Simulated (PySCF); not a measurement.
## Two-component Hartree-Fock for Mo(2+) (molybdenum, charge +2)

Start: [Kr] 4d3 5p1; 4d5/2 filled at m_j = +1/2, +3/2, +5/2; 5p3/2 filled at m_j = +3/2. Calculated with PySCF 2.14 in x2c-TZVPall-2c with one added diffuse shell each of s, p, d type (9s10p8d1f, 86 functions): generalised Hartree-Fock with the X2C-1e Hamiltonian and a Gaussian nucleus; one run each with spin-orbit coupling (SO) switched off, then screened by Boettger's factors. This is a chosen level, not necessarily the ground level.

```csv
spinor shell,electrons,"ε, spin-free (eV)","ε, screened SO (eV)",weight of nominal j (screened SO),"rms radius, screened SO (bohr)"
1s1/2,2,-20132.2,-20131.2,1.000,0.0404
2s1/2,2,-2940.3,-2940.1,1.000,0.166
2p1/2,2,-2624.7,-2698.3,1.000,0.145
2p3/2,4,-2624.7,-2590.4,1.000,0.149
3s1/2,2,-553.56,-553.56,1.000,0.456
3p1/2,2,-447.30,-459.93,1.000,0.455
3p3/2,4,-447.30,-441.47,1.000,0.465
3d3/2,4,-274.34,-276.37,0.978,0.452
3d5/2,6,-274.34,-273.05,0.985,0.455
4s1/2,2,-103.36,-103.41,1.000,1.17
4p3/2,4,-71.507,-70.268,0.872,1.31
4p1/2,2,-71.507,-74.273,0.743,1.29
4d5/2,3,-32.222,-32.206,0.763,1.77
5p3/2,1,-17.241,-17.144,1.000,3.65
```

| quantity | spin-free | screened SO |
| --- | --- | --- |
| E (hartree) | -4044.83547 | -4045.30235 |
| M_J | 6 | 6 |
| ⟨J²⟩ | 42.007 | 42.007 |
| ⟨L²⟩ | 20.006 | 20.090 |
| ⟨S²⟩ | 6.001 | 5.979 |

Each row is a mean over spinors that exchange with the open shell spreads, by up to 8.024 eV (4p3/2).

Rows whose weight is well below 1 are mixtures of j = l ± 1/2: exchange outweighs spin-orbit coupling there, and the label is only the starting occupation.

Breit and QED terms are absent; they matter most for the inner s and p1/2 levels.

Densities and radii are taken from the X2C orbitals without a picture-change correction, which distorts them close to the nucleus.

Without spin-orbit coupling the j labels of p, d and f shells carry no meaning; the spin-free column gives the mean over the occupied spinors of each nl shell.
